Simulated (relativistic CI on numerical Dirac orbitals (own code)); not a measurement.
# Er4+ (4f10) in a crystal field

Calculated by Dirac-Coulomb-Breit CI, separate exchange-only KLI orbitals for each configuration, a model potential for QED, valence Slater integrals scaled by 0.85, one configuration in a parametric crystal field (own radial code).

Field parameters in Wybourne normalisation; cubic f-shell fields have B⁴₄ = √(5/14) B⁴₀ and B⁶₄ = −√(7/2) B⁶₀. The field is a parameter set, without covalency.

S is read from ⟨S²⟩ = S(S + 1).

Powder χT (cm³ K mol⁻¹) by Van Vleck's formula, with temperature-independent terms:

```
                                                                                                              Field    2 K   5 K  10 K  20 K  50 K  100 K  200 K  300 K
C2v, B20 = -630, B22 = -300, B40 = 620, B42 = -390, B44 = 1090, B60 = 1020, B62 = -110, B64 = -760, B66 = -550 cm⁻¹   9.96  10.2  10.4  10.7  11.4   12.2     13   13.4
                                       D3d, B20 = 3160, B40 = 160, B43 = 450, B60 = 700, B63 = 670, B66 = -510 cm⁻¹   11.5  11.5  11.5  11.7    12   12.5   13.1   13.5
                                                             D3h, B20 = 440, B40 = -120, B60 = -910, B66 = 270 cm⁻¹   9.27  9.46  9.76  10.4  11.6   12.8   13.5   13.7
                                                 D4h, B20 = 1530, B40 = 50, B44 = -450, B60 = -770, B64 = -270 cm⁻¹    9.3  9.44  9.69  10.2  11.5   12.8   13.5   13.7
                                              D4h, B20 = -940, B40 = -1560, B44 = -1760, B60 = 930, B64 = 1210 cm⁻¹   2.27  5.37  8.17  9.92  11.3   12.2   12.9   13.3
                                                                                     Oh, B40 = 3690, B60 = 720 cm⁻¹  0.858  2.14  4.26  7.63  10.8   11.9   12.7   13.1
```

Question: For D4h, B20 = 1530, B40 = 50, B44 = -450, B60 = -770, B64 = -270 cm⁻¹: what effective moment follows at 300 K?

Answer: μ_eff = √(8χT) = 10.47 μB. The LS value g√(J(J + 1)) of the free ion's 5I_8 level is 10.61 μB.
